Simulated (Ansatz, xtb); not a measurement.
System: C3H3N2, charge 0, multiplicity 2. It need not be the lowest isomer of its formula. SMILES: c1[nH]n[c]c1
Structure (B3LYP-D3(BJ)/def2-TZVP (Ansatz, an electronic-structure program) minimum search):
```xyz
8

C      0.6219    -1.0198     0.0163
C      1.1975     0.2644     0.0410
C      0.0881     1.0874     0.0076
N     -1.0032     0.2843    -0.0322
N     -0.6694    -1.0346    -0.0267
H      2.2326     0.5490     0.0766
H      0.0029     2.1615     0.0094
H     -1.9721     0.5498    -0.0632
```
Charge 0, spin multiplicity 2.

Harmonic wavenumbers from GFN2-xTB (xtb, at its own minimum), cm⁻¹: 517, 569, 624, 777, 805, 832, 863, 1034, 1051, 1127, 1190, 1308, 1361, 1387, 1509, 3157, 3200, 3431.

Question: Give the harmonic wavenumbers at B3LYP-D3(BJ)/def2-TZVP (Ansatz, finite differences of forces, unscaled).

Answer: 450, 607, 654, 747, 852, 881, 926, 1023, 1064, 1158, 1192, 1347, 1388, 1468, 1542, 3251, 3287, 3652 cm⁻¹. Zero-point energy 36.4 kcal/mol.

Question: From these and the geometry, give the ideal-gas thermochemistry at 298.15 K and 1 atm (rigid rotor, harmonic oscillator).

Answer: Point group Cs, rotational symmetry number 1. Rotational constants 10.83, 9.445, 5.046 GHz. S(trans) 38.53, S(rot) 23.95, S(vib) 2.61, S(elec, spin only) 1.38, S 66.5 cal/(mol K). H(298) - H(0) 2.96 kcal/mol; G - E(el) 19.6 kcal/mol.
